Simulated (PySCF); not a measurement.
**Dipole moment and polarisability of `C/C=C(/CC)SC`**

Species: C6H12S.
Numbering: `[CH3:1]/[CH:2]=[C:3](/[CH2:4][CH3:5])[S:6][CH3:7]` (hydrogens: H8, H9, H10 on C1; H11 on C2; H12, H13 on C4; H14, H15, H16 on C5; H17, H18, H19 on C7)

Structure used (GFN2-xTB), in Å, numbered top down from 1:
```
atom  x, y, z in Å
C1    -1.4810   -2.0323    0.1434
C2    -1.2639   -0.5681    0.3092
C3    -0.1787    0.1120   -0.0316
C4    -0.0295    1.5972    0.1004
C5    -0.1926    2.2737   -1.2610
S6     1.2383   -0.7157   -0.7655
C7     2.1480   -1.0806    0.7694
H8    -1.6380   -2.5035    1.1141
H9    -0.6316   -2.4983   -0.3488
H10   -2.3745   -2.2061   -0.4555
H11   -2.0882   -0.0237    0.7567
H12    0.9624    1.8315    0.4955
H13   -0.7769    1.9811    0.7989
H14   -1.1917    2.0975   -1.6533
H15    0.5292    1.8664   -1.9655
H16   -0.0332    3.3461   -1.1753
H17    2.3902   -0.1541    1.2819
H18    3.0575   -1.5927    0.4738
H19    1.5445   -1.7212    1.4056
```

Level: CAM-B3LYP/def2-SVPD (PySCF), static field, nuclei fixed, core orbitals frozen in the response. The polarisability tensor in these axes (au):

```
x   103.84   3.15  -2.02
y     3.15  99.20  -6.05
z    -2.02  -6.05  81.31
```

Task: What are the eigenvalues, a third of the trace, and Δα (Δα² = ½Σ(αi − αj)² over the three pairs)?

Result: Principal values 79.41, 98.60 and 106.33 au; mean 94.78 au = 14.05 Å³ = 15.63 × 10⁻⁴⁰ C²·m²/J; Δα = 24.01 au (25 % of the mean).

Task: What is the dipole moment, and where does it point?

Result: (-0.45, 0.12, 1.56) D, 1.62 D in size, pointing from the negative to the positive side. Measured along this direction, the outermost atoms are H15 at the negative end and H8 and H11 at the positive end.

Task: Traceless (Buckingham) quadrupole moment about the centre of nuclear charge: eigenvalues?

Result: -4.08, -0.04, 4.12 D·Å. The values depend on the origin, since the dipole doesn't vanish. The electronic extent ⟨r²⟩ about the same centre is 1112 bohr², a root-mean-square distance of 2.21 Å for the 64 electrons.

Task: Sum over states: ᾱ = Σ f/ω², ω in Eh. What share falls to these 8 lowest TDDFT singlets (eV, f)? 5.09, 0.0004; 6.02, 0.0051; 6.30, 0.0102; 6.62, 0.2949; 6.79, 0.0120; 6.84, 0.0330; 7.06, 0.0195; 7.21, 0.0030.

Result: They add up to 6.33 au, 6.7 % of the 94.78 au; the largest single term is 4.98 au, from the state at 6.62 eV. Terms in order: 0.01, 0.10, 0.19, 4.98, 0.19, 0.52, 0.29, 0.04 au. Higher excitations give the rest. The strengths listed sum to 0.378.

Task: What would n − 1 = 2πNα be for an ideal gas of these molecules at 500 K and 1 atm, electronic part alone?

Result: N = p/kT = 1.4678 × 10¹⁹ cm⁻³, so n − 1 = 2π × N × 14.05 × 10⁻²⁴ cm³ = 1295 × 10⁻⁶ at long wavelengths, for an ideal gas.

Geometry: GFN2-xTB, one conformer, isolated molecule.

These values come from a run that also computed excited states. The run took 48 s of wall time on one thread, Arm Neoverse V2 (aarch64), on a shared host, and the process peaked at 1.1 GiB of memory.
